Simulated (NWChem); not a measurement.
# dimethyl telluride (C2H6Te); SMILES C[Te]C

All runs: NWChem. Geometry: optimised at PBE0/def2-SVP. def2 effective core potentials on Te; no spin-orbit coupling.

Q: Estimate the computed values for BLYP/def2-SVP. Quantities: highest occupied level (eV); orbital gap (eV); dipole (D).

A: 
```json
{
 "highest occupied level (eV)": "-4.29",
 "orbital gap (eV)": "3.43",
 "dipole (D)": "1.09"
}
```
